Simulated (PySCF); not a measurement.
(3Z)-3,4-difluoropenta-1,3-diene (C₅H₆F₂), SMILES C=C/C(F)=C(\C)F.

Geometry: PBE-D3(BJ)/def2-SVP. Other conformers were not sampled.

Level of theory: PBE-D3(BJ)/def2-SVP (PySCF 2.14.0).

Frequencies are harmonic and unscaled.

Computed vibrational spectrum:
```
mode  ν (cm⁻¹)  IR (km/mol)  moving atoms (share of kinetic energy)
----  --------  -----------  --------------------------------------
1          119          0.0                  C 36 %, F 33 %, H 32 %
2          157          0.3                  C 37 %, H 36 %, F 27 %
3          166          0.1                          H 83 %, C 12 %
4          194          0.2                  C 53 %, F 26 %, H 21 %
5          289          1.2                  F 62 %, C 26 %, H 12 %
6          347          1.0                  C 53 %, H 34 %, F 13 %
7          361          0.8                  F 44 %, C 34 %, H 22 %
8          480          9.9                  C 45 %, F 40 %, H 15 %
9          523          0.4                   C 62 %, H 29 %, F 9 %
10         565          7.2                  C 60 %, H 20 %, F 19 %
11         701          7.1                          C 63 %, H 36 %
12         734         15.6                  C 42 %, F 32 %, H 26 %
13         875         34.9                          H 71 %, C 29 %
14         940         10.8                  H 52 %, C 27 %, F 22 %
15         965         12.1                           H 91 %, C 9 %
16        1001          3.2                          H 65 %, C 34 %
17        1004         18.7                   H 63 %, C 28 %, F 9 %
18        1082         70.7                  C 62 %, H 27 %, F 11 %
19        1243        108.9                  C 61 %, H 23 %, F 16 %
20        1259         21.4                          H 69 %, C 28 %
21        1298         44.1                          C 57 %, H 38 %
22        1359         53.4                          H 58 %, C 41 %
23        1384          8.0                                  H 97 %
24        1394          5.2                          H 56 %, C 42 %
25        1400          9.1                                  H 94 %
26        1630          8.6                          C 89 %, H 11 %
27        1705         71.9                                  C 95 %
28        2967         21.2                                  H 97 %
29        3034          5.3                           H 91 %, C 9 %
30        3094          0.5                                  H 95 %
31        3107          3.8                           H 91 %, C 9 %
32        3121          4.6                           H 92 %, C 8 %
33        3199          2.1                          H 89 %, C 11 %
```
